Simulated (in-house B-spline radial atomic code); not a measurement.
K⁴⁺. Computed with a B-spline radial atomic code. Model: all-electron spherical atom, spin shells full or empty, radial basis limit, no spin-orbit coupling, Breit or QED, empty-state partial waves extrapolated as (l+1/2)^-4, RPA, G0W0 and static COHSEX of the highest shell as one setting changes (uncorrelated shells keep exact exchange).

Given: element K; charge 4; filled core Ne; hamiltonian one-electron scalar X2C; mean-field start LDA VWN5; highest l of empty states 9; nuclear rms radius 3.4349 fm; highest mean-field shell 3p up.

Shell: 3s 1 1, 3p 3 0 (electrons up and down).

| lowest nl shells left uncorrelated | RPA correlation energy (hartree) | G0W0 level (eV) | G0W0 minus most complete (meV) | COHSEX level (eV) | linearised minus solved G0W0 (meV) |
| --- | --- | --- | --- | --- | --- |
| 0 | -0.94346 | -81.946 | 0 | -85.039 | -29.8 |
| 1 | ? | ? | ? | ? | ? |
| 2 | ? | ? | ? | ? | ? |
| 3 | -0.25639 | -81.761 | 184.5 | -84.688 | -29 |
| 4 | -0.095101 | -82.471 | -524.7 | -84.581 | -1.6 |

Question: What follows for lowest nl shells left uncorrelated = 2?

Answer: RPA correlation energy -0.65577 hartree; G0W0 level -81.918 eV; G0W0 minus most complete 28 meV; COHSEX level -85.007 eV; linearised minus solved G0W0 -29.6 meV.

Question: What follows for lowest nl shells left uncorrelated = 1?

Answer: RPA correlation energy -0.80752 hartree; G0W0 level -81.936 eV; G0W0 minus most complete 9.9 meV; COHSEX level -85.035 eV; linearised minus solved G0W0 -29.7 meV.
